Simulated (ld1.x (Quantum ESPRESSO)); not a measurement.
## Before and after: TM semilocal potential for gold (Au)

Au (Z = 79), norm-conserving Troullier–Martins (semilocal form), made with ld1.x (Quantum ESPRESSO) 7.5 (LDA (PZ), scalar-relativistic). Core [Xe] 4f14, reference 5d10 6s1 6p0. Waves: 6s (bound): rc 2.35 bohr; 5d (bound): rc 1.65 bohr; 6p (bound, empty): rc 2.90 bohr. Local part: the p channel. Core correction: none.

Change: wave 6s (bound): rc 2.35 bohr becomes 6s (bound): rc 2.64 bohr.

Cutoffs: the cutoffs (Ry, on a coarse ladder) from which the occupation-weighted sum of valence levels, in a spherical-Bessel basis at the reference potential, stays within 10 and 1 mRy of its value at 400 Ry; they do not see the model core or the augmentation charge, which bear on the density cutoff. Errors are all-electron minus pseudo energies relative to the spin-unpolarised reference configuration.

How do hardness, ghosts and transferability respond?

The potential gets neither clearly harder nor softer (45 Ry and 60 Ry → 45 Ry and 55 Ry); of the 9 tests that both files solve, the error grows in 1 and shrinks in 6 by more than 15 % and 0.3 meV (median size 7.3 → 4.7 meV); neither file shows a bound ghost. A semilocal file is local in each channel, so a ghost entry of none says nothing of the separable form that plane-wave codes build from it.

```csv
quantity,base,changed
"cutoff, loose",45 Ry,45 Ry
"cutoff, tight",60 Ry,55 Ry
bound ghosts,none,none
"error for 5d10 6s0 6p0, meV [ΔE 9.77 eV]",-6.8,-4.7
"error for 5d9 6s0 6p0, meV [ΔE 31.28 eV]",+12,+2.1
"error for 5d8 6s0 6p0, meV [ΔE 65.44 eV]",-5.7,-33
"error for 5d10 6s0 6p1, meV [ΔE 5.40 eV]",-1.0,-0.8
"error for 5d9 6s2 6p0, meV [ΔE 1.60 eV]",-27,-13
"error for 5d9 6s1 6p1, meV [ΔE 7.52 eV]",-26,-22
"error for 5d9 6s1 6p0, meV [ΔE 12.37 eV]",-7.3,-0.8
"error for 5d10 6s1 6p0 (spin-polarised), meV [ΔE -0.13 eV]",+4.2,+2.7
"error for 5d9 6s0 6p0 (spin-polarised), meV [ΔE 31.13 eV]",+103,+93
s: phases at 3.16 bohr within 0.05 rad from the reference energy up to (Ry; the scan ends near 5),1.9,1.6
p: phases at 3.16 bohr within 0.05 rad from the reference energy up to (Ry; the scan ends near 5),2.5,2.5
d: phases at 3.16 bohr within 0.05 rad from the reference energy up to (Ry; the scan ends near 5),to the end of the scan,to the end of the scan
```
